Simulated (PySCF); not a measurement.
revPBE on Sc- (scandium, charge -1), [Ar] 3d2 4s2, high-spin 3F determinant. Calculation: PySCF 2.14, in aug-cc-pwCVTZ (10s9p7d4f3g, 127 functions); the non-relativistic Hamiltonian (point nucleus).

```
cycle= 1 E= -760.525217437218  delta_E= -0.0198  |g|= 0.108  |ddm|= 4.57
cycle= 2 E= -760.462139202012  delta_E= 0.0631  |g|= 0.324  |ddm|= 1.23
cycle= 3 E= -760.533269477902  delta_E= -0.0711  |g|= 0.0247  |ddm|= 0.849
cycle= 4 E= -760.522826325721  delta_E= 0.0104  |g|= 0.104  |ddm|= 0.581
cycle= 5 E= -760.533794021637  delta_E= -0.011  |g|= 0.0204  |ddm|= 0.282
cycle= 6 E= -760.53423874823  delta_E= -0.000445  |g|= 0.00197  |ddm|= 0.068
cycle= 7 E= -760.534243426917  delta_E= -4.68e-06  |g|= 0.000822  |ddm|= 0.0624
cycle= 8 E= -760.534245555129  delta_E= -2.13e-06  |g|= 0.000282  |ddm|= 0.0616
cycle= 9 E= -760.534242469679  delta_E= 3.09e-06  |g|= 2.59e-05  |ddm|= 0.226
cycle= 10 E= -760.534242475042  delta_E= -5.36e-09  |g|= 0.000119  |ddm|= 0.0118
cycle= 11 E= -760.534242470608  delta_E= 4.43e-09  |g|= 3.03e-05  |ddm|= 0.0182
cycle= 12 E= -760.534242471253  delta_E= -6.45e-10  |g|= 8.49e-06  |ddm|= 0.00111
converged SCF energy = -760.534242471253  <S^2> = 2.0098392  2S+1 = 3.0065523
```

Highest occupied orbital energy: 1.766 eV; ⟨L²⟩ = 12.02; populations by l: s 8.00, p 12.00, d 2.00, f 0.00.

**Question.** Can this result be used?

**Answer.** With care. Self-consistency was reached. The configuration of this anion was assumed by filling the next shell in order. It is not the known or likely ground configuration (Ca⁻, Sr⁻ and Ba⁻, for instance, bind a p electron), so these values are not the electron affinity of the element. At revPBE the highest occupied level has a positive energy, so only the finite basis holds that electron.
